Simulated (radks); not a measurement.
Excited configurations of Sn+: one electron is placed in a higher orbital outside [Kr] 4d10 5s2. The ground configuration is [Kr] 4d10 5s2 5p1. Calculated with a radial shooting solver on a logarithmic mesh with Libxc functionals: Dirac Kohn-Sham, PBE, spin-unpolarised, spherical densities, point nucleus; open shells are shared between the two j in proportion to 2j + 1. Excitation = E - E(ground); binding = E(ion) - E, where the ion is the core of charge +2; n* = 2/sqrt(2 binding) in atomic units, and the quantum defect is n - n*. Eigenvalue and <r> are those of j = l + 1/2.

outer orbital  excitation (eV)  binding (eV)     n*  quantum defect  eigenvalue (eV)  <r> (bohr)
4f                      10.398         3.572  3.903           0.097           -2.494       8.399
5d                       7.516         6.455  2.904           2.096           -4.404       5.012
6s                       6.379         7.592  2.677           3.323           -5.929       5.610
6p                       8.086         5.885  3.041           2.959           -4.515       6.832
7s                       9.805         4.166  3.614           3.386           -3.304       10.22
7d                      11.545         2.426  4.737           2.263           -1.916       16.18
7f                      12.669         1.302  6.465           0.535           -1.040       30.03

The Delta-SCF ionisation energy is 13.971 eV (NIST Atomic Spectra Database: 14.633 eV, measured). Self-interaction in the functional shifts the binding energies and quantum defects, so they are the method's values and not measured ones. Spin polarisation and multiplet splitting are left out, so open shells lie too high by an amount that depends on their filling. Sharing an open shell by 2j + 1 raises it above the true ground level by a part of the spin-orbit splitting, which enters the differences from NIST.

Beside tabulated values, note that spin-unpolarised runs miss the spin-polarisation part of the exchange energy of open shells.
